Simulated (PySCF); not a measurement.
A run for PySCF: R-HF/3-21G on N2 (SMILES N#N).

```python
from pyscf import gto, scf, dft, mp
from pyscf.data.elements import chemcore

mol = gto.M(
    atom='''
    N     0.30354768    1.69793685    0.84836188
    N     0.31512451    0.74417632    0.31923992
    ''',
    basis='3-21g',
    charge=0, spin=0, verbose=3, max_memory=1800)
mf = scf.RHF(mol)
mf.conv_tol = 1e-8
mf.max_cycle = 100
mf.kernel()
if not mf.converged:
    mf = mf.newton().run(mf.mo_coeff, mf.mo_occ)
```

Program output:

```
converged SCF energy = -108.30075454094
```

The run converged.

Cost: very roughly 0.05 core-seconds.
